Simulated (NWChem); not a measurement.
System: SiHSeF₃; SMILES F[Si](F)(F)[SeH]

Parts of the log:

```
             Northwest Computational Chemistry Package (NWChem) 7.3.0
             --------------------------------------------------------

                             Geometry "geometry" -> ""
                             -------------------------

 Output coordinates in angstroms (scale by  1.889725989 to convert to a.u.)

  No.       Tag          Charge          X              Y              Z
 ---- ---------------- ---------- -------------- -------------- --------------
    1 F                    9.0000     0.73575100     1.43406400    -1.27360000
    2 Si                  14.0000    -0.00893100     0.81314300    -0.00007800
    3 F                    9.0000     0.72777700     1.43426800     1.27797400
    4 F                    9.0000    -1.52353100     1.32485600    -0.00478400
    5 Se                  34.0000    -0.04617300    -1.41734400    -0.00012100
    6 H                    1.0000     1.42554600    -1.47020800     0.00360100

 Effective nuclear repulsion energy (a.u.)     459.4418760791

  xc_inp: hfexch multiplicative factor not found.
                              NWChem Property Module
                              ----------------------

  itol2e modified to match energy
  convergence criterion.

                                 NWChem DFT Module
                                 -----------------

 Summary of "ao basis" -> "ao basis" (spherical)
 ------------------------------------------------------------------------------
       Tag                 Description            Shells   Functions and Types
 ---------------- ------------------------------  ------  ---------------------
 F                           sto-3g                  3        5   2s1p
 Si                          sto-3g                  5        9   3s2p
 Se                          sto-3g                  8       18   4s3p1d
 H                           sto-3g                  1        1   1s

  itol2e modified to match energy
  convergence criterion.

            General Information
            -------------------
          SCF calculation type: DFT
          Wavefunction type:  closed shell.
          No. of atoms     :     6
          No. of electrons :    76
           Alpha electrons :    38
            Beta electrons :    38
          Charge           :     0
          Spin multiplicity:     1
          Use of symmetry is: off; symmetry adaption is: off
          Maximum number of iterations: 150
          AO basis - number of functions:    43
                     number of shells:    23
          Convergence on energy requested:  1.00D-07
          Convergence on density requested:  1.00D-05
          Convergence on gradient requested:  5.00D-04

              XC Information
              --------------
                     Hartree-Fock (Exact) Exchange  1.000

      Superposition of Atomic Density Guess
      -------------------------------------

 Sum of atomic energies:       -2953.43278059

      Non-variational initial energy
      ------------------------------

 Total energy =   -2953.352791
 1-e energy   =   -5061.323554
 2-e energy   =    1648.528887
 HOMO         =      -0.165689
 LUMO         =       0.276283

   convergence    iter        energy       DeltaE   RMS-Dens  Diis-err
 ---------------- ----- ----------------- --------- --------- ---------
 d= 0,ls=0.0,diis     1  -2953.8026200978 -3.41D+03  2.69D-02  6.33D-01
 d= 0,ls=0.0,diis     2  -2953.9466751878 -1.44D-01  3.83D-03  2.19D-02
 d= 0,ls=0.0,diis     3  -2953.9509336101 -4.26D-03  1.85D-03  1.32D-03
 d= 0,ls=0.0,diis     4  -2953.9514768316 -5.43D-04  3.56D-04  4.04D-05
 d= 0,ls=0.0,diis     5  -2953.9514939005 -1.71D-05  3.33D-05  5.36D-07
 d= 0,ls=0.0,diis     6  -2953.9514940829 -1.82D-07  5.14D-06  1.31D-08
 d= 0,ls=0.0,diis     7  -2953.9514940882 -5.29D-09  2.29D-06  1.43D-09

         Total DFT energy =    -2953.951494088159
      One electron energy =    -5056.903052368758
           Coulomb energy =     1781.942852233287
    Exchange-Corr. energy =     -138.433170031791
 Nuclear repulsion energy =      459.441876079103

 Numeric. integr. density =        0.000000000000

                       DFT Final Molecular Orbital Analysis
                       ------------------------------------

 Vector   36  Occ=2.000000D+00  E=-4.407416D-01
              MO Center= -1.9D-01,  3.0D-01, -5.6D-04, r^2= 4.1D+00
   Bfn.  Coefficient  Atom+Function         Bfn.  Coefficient  Atom+Function
  ----- ------------  ---------------      ----- ------------  ---------------
    22      0.460909  4 F  px                 3      0.373625  1 F  px
    17      0.373672  3 F  px                35      0.373877  5 Se px
    43      0.350863  6 H  s                 34     -0.329482  5 Se s
    23     -0.270765  4 F  py                31     -0.122012  5 Se px
    12     -0.119959  2 Si px                21     -0.103979  4 F  s

 Vector   37  Occ=2.000000D+00  E=-3.456228D-01
              MO Center= -7.4D-02, -7.6D-01, -2.3D-04, r^2= 3.5D+00
   Bfn.  Coefficient  Atom+Function         Bfn.  Coefficient  Atom+Function
  ----- ------------  ---------------      ----- ------------  ---------------
    36      0.676513  5 Se py                34     -0.342406  5 Se s
     4      0.305859  1 F  py                18      0.305840  3 F  py
    23      0.269871  4 F  py                35      0.249751  5 Se px
    13     -0.241974  2 Si py                32     -0.202063  5 Se py
    11      0.124409  2 Si s                  9      0.099839  2 Si py

 Vector   38  Occ=2.000000D+00  E=-2.942978D-01
              MO Center= -3.0D-02, -1.3D+00, -5.7D-05, r^2= 1.6D+00
   Bfn.  Coefficient  Atom+Function         Bfn.  Coefficient  Atom+Function
  ----- ------------  ---------------      ----- ------------  ---------------
    37      1.007412  5 Se pz                33     -0.284261  5 Se pz
    29      0.092116  5 Se pz                 4     -0.080639  1 F  py
    18      0.080694  3 F  py                19      0.062027  3 F  pz
     5      0.061626  1 F  pz                 3     -0.056440  1 F  px
    17      0.056045  3 F  px                24     -0.040276  4 F  pz

 Vector   39  Occ=0.000000D+00  E= 3.133772D-01
              MO Center=  1.7D-01, -3.6D-01,  4.6D-04, r^2= 2.6D+00
   Bfn.  Coefficient  Atom+Function         Bfn.  Coefficient  Atom+Function
  ----- ------------  ---------------      ----- ------------  ---------------
    11      0.831697  2 Si s                 36     -0.808729  5 Se py
    13     -0.530480  2 Si py                43     -0.363965  6 H  s
    35      0.356122  5 Se px                 4      0.217326  1 F  py
    18      0.217340  3 F  py                 5     -0.196759  1 F  pz
    19      0.197158  3 F  pz                 7     -0.193843  2 Si s

 Vector   40  Occ=0.000000D+00  E= 4.024434D-01
              MO Center=  5.2D-01, -8.8D-01,  1.3D-03, r^2= 2.6D+00
   Bfn.  Coefficient  Atom+Function         Bfn.  Coefficient  Atom+Function
  ----- ------------  ---------------      ----- ------------  ---------------
    43      0.973310  6 H  s                 35     -0.829427  5 Se px
    34     -0.606178  5 Se s                 11      0.512219  2 Si s
    22     -0.279067  4 F  px                12     -0.257683  2 Si px
    36     -0.228344  5 Se py                21     -0.208275  4 F  s
    31      0.189694  5 Se px                23      0.143423  4 F  py

 Vector   41  Occ=0.000000D+00  E= 5.085440D-01
              MO Center=  2.3D-02,  8.4D-01, -1.2D-03, r^2= 1.8D+00
   Bfn.  Coefficient  Atom+Function         Bfn.  Coefficient  Atom+Function
  ----- ------------  ---------------      ----- ------------  ---------------
    14      1.121964  2 Si pz                 2      0.338240  1 F  s
    16     -0.337656  3 F  s                 10     -0.325135  2 Si pz
     3     -0.287006  1 F  px                17      0.284489  3 F  px
     5      0.257811  1 F  pz                19      0.258885  3 F  pz
     4     -0.242030  1 F  py                18      0.242434  3 F  py

     Multipole analysis of the density
     ---------------------------------

     L   x y z        total         alpha         beta         nuclear
     -   - - -        -----         -----         ----         -------
     0   0 0 0     -0.000000    -38.000000    -38.000000     76.000000

     1   1 0 0      0.461948      0.995743      0.995743     -1.529539
     1   0 1 0      0.074463      0.544821      0.544821     -1.015180
     1   0 0 1      0.001194      0.005600      0.005600     -0.010006

     2   2 0 0    -30.898944    -73.720322    -73.720322    116.541701
     2   1 1 0     -1.619625     -2.152322     -2.152322      2.685019
     2   1 0 1      0.003800     -0.012703     -0.012703      0.029207
     2   0 2 0    -33.393585   -253.351008   -253.351008    473.308431
     2   0 1 1     -0.004363     -0.004691     -0.004691      0.005019
     2   0 0 2    -32.388802    -68.506369    -68.506369    104.623935

          -----------------------------------------
          Chemical Shielding Tensors (GIAO, in ppm)
          -----------------------------------------

                                NWChem CPHF Module
                                ------------------

  scftype          =     RHF
  nclosed          =       38
  nopen            =        0
  variables        =      190
  # of vectors     =        3
  tolerance        = 0.10D-03
  level shift      = 0.00D+00
  max iterations   =       50
  max subspace     =       30

 SCF residual:    9.4006999282633360E-006

Iterative solution of linear equations
  No. of variables      190
  No. of equations        3
  Maximum subspace       30
        Iterations       50
       Convergence  1.0D-04

   iter   nsub   residual    time
   ----  ------  --------  ---------
     1      3    1.25D+00       6.0
     2      6    1.02D-01       6.7
     3      9    1.56D-02       7.5
     4     12    4.51D-03       8.2
     5     15    6.70D-04       8.9
     6     18    8.59D-05       9.6

      Atom:    1  F
        Diamagnetic
    451.2274      8.7575    -17.0028
      8.7575    450.6242    -15.3108
    -17.0028    -15.3108    470.3616

        Paramagnetic
    121.7156    -34.8535     97.6819
    -34.8535    144.9473     56.8529
     97.6819     56.8529     15.4798

        Total Shielding Tensor
    572.9430    -26.0960     80.6791
    -26.0960    595.5715     41.5421
     80.6791     41.5421    485.8414

           isotropic =     551.4520
          anisotropy =     104.5875

          Principal Components and Axis System
                 1           2           3
              621.1770    609.4670    423.7119

      1         0.8674     -0.0602     -0.4940
      2        -0.0898      0.9574     -0.2744
      3         0.4895      0.2824      0.8250

      Atom:    2  Si
        Diamagnetic
    864.8392     -0.1212      0.0021
     -0.1212    868.6500     -0.0002
      0.0021     -0.0002    863.9863

        Paramagnetic
   -307.5057     -9.3767     -0.0490
     -9.3767   -306.1132     -0.0277
     -0.0490     -0.0277   -288.3345

        Total Shielding Tensor
    557.3335     -9.4978     -0.0470
     -9.4978    562.5368     -0.0279
     -0.0470     -0.0279    575.6518

           isotropic =     565.1740
          anisotropy =      15.7168

          Principal Components and Axis System
                 1           2           3
              575.6519    569.7828    550.0873

      1        -0.0023     -0.6065      0.7950
      2        -0.0004      0.7950      0.6065
      3         1.0000     -0.0011      0.0021

      Atom:    3  F
        Diamagnetic
    483.0427    -15.3105      0.1314
    -15.3105    447.9207     -0.0476
      0.1314     -0.0476    440.7019

        Paramagnetic
    -52.6462     53.1067     -0.7541
     53.1067    155.3393      0.1649
     -0.7541      0.1649    189.8821

        Total Shielding Tensor
    430.3965     37.7962     -0.6227
     37.7962    603.2600      0.1174
     -0.6227      0.1174    630.5841

           isotropic =     554.7469
          anisotropy =     113.7587

          Principal Components and Axis System
                 1           2           3
              630.5860    611.1627    422.4919

      1        -0.0031      0.2047      0.9788
      2        -0.0000      0.9788     -0.2047
      3         1.0000      0.0006      0.0030

      Atom:    4  Se
        Diamagnetic
   2976.2733     -1.1588      0.0207
     -1.1588   2982.2349     -0.0032
      0.0207     -0.0032   2968.1099

        Paramagnetic
     91.1985   -143.0529      0.4630
   -143.0529   -258.1036     -0.3658
      0.4630     -0.3658    -93.1479

        Total Shielding Tensor
   3067.4717   -144.2117      0.4836
   -144.2117   2724.1314     -0.3690
      0.4836     -0.3690   2874.9620

           isotropic =    2888.8550
          anisotropy =     346.7286

          Principal Components and Axis System
                 1           2           3
             3120.0074   2874.9607   2671.5969

      1         0.9396     -0.0025      0.3423
      2        -0.3423     -0.0000      0.9396
      3         0.0024      1.0000      0.0009

      Atom:    5  H
        Diamagnetic
     47.1173     -3.8279      0.0643
     -3.8279     27.4524     -0.0101
      0.0643     -0.0101     21.6921

        Paramagnetic
      1.2680      0.3206     -0.0025
      0.3206      2.8474      0.0008
     -0.0025      0.0008      2.2472

        Total Shielding Tensor
     48.3854     -3.5072      0.0618
     -3.5072     30.2998     -0.0093
      0.0618     -0.0093     23.9393

           isotropic =      34.2082
          anisotropy =      22.2505

          Principal Components and Axis System
                 1           2           3
               49.0418     29.6435     23.9392

      1         0.9829      0.1839     -0.0025
      2        -0.1839      0.9829      0.0001
      3         0.0025      0.0004      1.0000
```

Level: Hartree-Fock/STO-3G, GIAO. STO-3G and 3-21G are far too small for this property and stand as cheap habits. Geometry: optimised at PBE0/def2-SVP. The output numbers the shielded atoms by their place in the input's list. The printed shielding anisotropy is the first printed principal value minus the mean of the other two.

**Question.** Write an input that gives this output.

**Answer.** One answer among several that fit: the input that was run:
```
start job
memory heap 200 mb stack 900 mb global 1100 mb
geometry units angstroms noautosym nocenter noautoz
  F      0.735751     1.434064    -1.273600
  Si    -0.008931     0.813143    -0.000078
  F      0.727777     1.434268     1.277974
  F     -1.523531     1.324856    -0.004784
  Se    -0.046173    -1.417344    -0.000121
  H      1.425546    -1.470208     0.003601
end
basis spherical
  F library sto-3g
  Si library sto-3g
  Se library sto-3g
  H library sto-3g
end
dft
  xc hfexch
  iterations 150
end
property
  shielding 5 1 2 4 5 6
end
task dft property
```
